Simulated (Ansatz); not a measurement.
Gas-phase electronic energies from Ansatz, PBE0-D4/def2-TZVP geometries. CCSD(T)/CBS is the MP2 limit (def2-TZVPP, def2-QZVPP) plus CCSD(T) − MP2 in def2-TZVPP, frozen cores. This one scheme is used for every species. Functionals use def2-TZVPP. Each species was taken in one conformer, which may not be the lowest.

`O[SiH2][AlH][Cl]` + `O[Si](F)(Cl)Cl` → `O[SiH2]O[Si](F)(Cl)Cl` + `[AlH2][Cl]`  (cleavage of the Si–Al bond)

| level | ΔE (eV) |
| --- | --- |
| PBE0-D4 | -1.24 |
| PBE | -1.09 |
| HF/def2-QZVPP | -1.73 |
| CCSD/CBS(def2) | -1.47 |

(1) What does CCSD(T)/CBS give? (Estimate.)

Largest T1 diagnostic among the species: 0.011.

## Answers

(1) Computed: -1.44 eV. The listed levels differ from it by 0.20, 0.35, -0.29, -0.03 eV.

From PBE to PBE0 (25 % exact exchange), in def2-TZVPP and without D4, ΔE moves by −0.11 eV. The D4 term adds −0.05 eV with B3LYP and −0.03 eV with PBE0; it sums over pairs of atoms, weighted by their polarisabilities, and B3LYP, whose exchange is more repulsive, gets the larger term. In def2-TZVPP, CCSD(T) changes the Hartree–Fock value by +0.26 eV (the triples alone add +0.04 eV) and MP2 by +0.18 eV.

B3LYP here is the variant with VWN-RPA as its local correlation; programs differ in this.
